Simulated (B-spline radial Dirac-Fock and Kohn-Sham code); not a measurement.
**Elastic and transport cross sections of xenon for electrons**

Method: relativistic (Dirac) partial waves in the static field of the Dirac-Fock atom with Furness-McCarthy exchange, without polarisation or absorption potentials. Computed with a radial finite-basis atomic code. σ_tr1 and σ_tr2 weight the cross section with 1 − P₁ and 1 − P₂ of cos θ; "backward" is the share scattered beyond 90°.

| energy (eV) | σ (a₀²) | σ_tr1 (a₀²) | σ_tr2 (a₀²) | σ/σ_tr1 | backward (%) |
| --- | --- | --- | --- | --- | --- |
| 3000 | 5.84 | 0.554 | 0.737 | 10.5 | 3.3 |
| 3190 | 5.65 | 0.510 | 0.692 | 11.1 | 3.1 |
| 3250 | 5.60 | 0.497 | 0.679 | 11.3 | 3.1 |
| 4040 | 4.97 | 0.368 | 0.538 | 13.5 | 2.5 |
| 4880 | 4.47 | 0.282 | 0.435 | 15.9 | 2.0 |
| 5000 | ? | ? | ? | ? | ? |
| 6170 | 3.90 | 0.201 | 0.330 | 19.4 | 1.5 |
| 6210 | 3.89 | 0.199 | 0.328 | 19.6 | 1.5 |
| 9690 | 2.97 | 0.103 | 0.188 | 28.9 | 0.89 |
| 9890 | 2.94 | 0.0997 | 0.183 | 29.5 | 0.86 |
| 10000 | 2.92 | 0.0980 | 0.180 | 29.8 | 0.85 |
| 11700 | 2.64 | 0.0772 | 0.146 | 34.2 | 0.70 |
| 13300 | 2.44 | 0.0635 | 0.123 | 38.4 | 0.59 |
| 16400 | 2.13 | 0.0459 | 0.0921 | 46.3 | 0.45 |
| 16700 | 2.10 | 0.0447 | 0.0898 | 47.1 | 0.44 |
| 18400 | 1.97 | 0.0384 | 0.0784 | 51.4 | 0.39 |
| 20000 | 1.87 | 0.0337 | 0.0696 | 55.4 | 0.35 |
| 22200 | 1.74 | 0.0286 | 0.0600 | 60.8 | 0.30 |

Task: Fill in the row for 5 keV.

Result: σ = 4.41 a₀², σ_tr1 = 0.272 a₀², σ_tr2 = 0.423 a₀², σ/σ_tr1 = 16.2, backward 2.0 %. The ratio σ/σ_tr1 is roughly the number of elastic collisions that randomise the direction.
